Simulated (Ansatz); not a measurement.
One change: `C[Se][Al]([F])[Cl]` becomes `[F][Al]([Cl])[Br]`.

Ansatz, PBE0-D4/def2-TZVP geometries, multiplicity 1. Each molecule was computed in one conformer, which needn't be the lowest.

Scalar relativity is left out up to krypton.

```json
{"property": "HOMO energy (PBE0/def2-TZVPP) / eV", "`C[Se][Al]([F])[Cl]`": "-7.29"}
{"property": "HOMO–LUMO gap (PBE/def2-TZVPP) / eV", "`C[Se][Al]([F])[Cl]`": "4.36"}
{"property": "LUMO energy (B3LYP/def2-TZVPP) / eV", "`C[Se][Al]([F])[Cl]`": "-1.24"}
{"property": "LUMO energy (ωB97M-V/def2-TZVPP) / eV", "`C[Se][Al]([F])[Cl]`": "0.69"}
{"property": "size of the dipole moment (PBE/def2-TZVPP) / D", "`C[Se][Al]([F])[Cl]`": "2.36"}
{"property": "size of the dipole moment (B3LYP/def2-TZVPP) / D", "`C[Se][Al]([F])[Cl]`": "2.35"}
```

Task: What does the change do to each property? (Estimate.)

Result: Ansatz gave: 
| property | `[F][Al]([Cl])[Br]` | shift |
| --- | --- | --- |
| HOMO energy (PBE0/def2-TZVPP) / eV | -9.11 | -1.82 |
| HOMO–LUMO gap (PBE/def2-TZVPP) / eV | 5.52 | 1.16 |
| LUMO energy (B3LYP/def2-TZVPP) / eV | -1.69 | -0.45 |
| LUMO energy (ωB97M-V/def2-TZVPP) / eV | 0.32 | -0.37 |
| size of the dipole moment (PBE/def2-TZVPP) / D | 0.57 | -1.79 |
| size of the dipole moment (B3LYP/def2-TZVPP) / D | 0.58 | -1.77 |

With PBE0 the HOMO falls by 1.82 eV and the LUMO falls by 0.42 eV, so the gap widens by about 1.40 eV. PBE moves the HOMO by -1.61 eV and ωB97M-V by -1.91 eV. The zero-point energy changes by -98.0 kJ/mol with -12 modes. Dipoles are sizes alone; their direction can turn.

B3LYP here is the variant with VWN-RPA as its local correlation; programs differ in this.
